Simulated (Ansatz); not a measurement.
Coupled-cluster diagnostics for ZnMeH (CH₄Zn), Ansatz.

Geometry of the singlet (PBE-D4/def2-TZVP):

```
atom   x (Å)   y (Å)   z (Å)
 Zn1  -0.516   0.420   1.041
  C2   0.296  -0.241  -0.598
  H3   0.996  -1.063  -0.385
  H4   0.855   0.557  -1.109
  H5  -0.470  -0.618  -1.292
  H6  -1.162   0.946   2.343
```

Correlated methods freeze 10 core orbitals.

Estimate the CCSD(T) correlation energy, the shares of MP2 and (T), T1 and the reference's ⟨S²⟩ for: charge 0, singlet, own geometry in def2-TZVPP; charge 1, doublet, vertical in def2-TZVPP; and the rough time on 4 threads of Arm Neoverse V1 on a shared host.


```csv
state,basis,correlation (eV),MP2 share (%),(T) share (%),T1,⟨S²⟩ (pure),wall time
"charge 0, singlet, own geometry",def2-TZVPP,-19.075,100.8,3.1,0.014,0.00 (0.00),9.5 s
"charge 1, doublet, vertical",def2-TZVPP,-17.933,99.7,3.0,0.032,0.79 (0.75),44 s
```
Customary marks for T1 are 0.02 (closed shells), 0.045 (open shells) and about 0.05 (3d metals). T1 exceeds 0.02 in 1 of 2 rows and 0.045 in 0; the higher it lies, the less the single-reference result can be trusted.
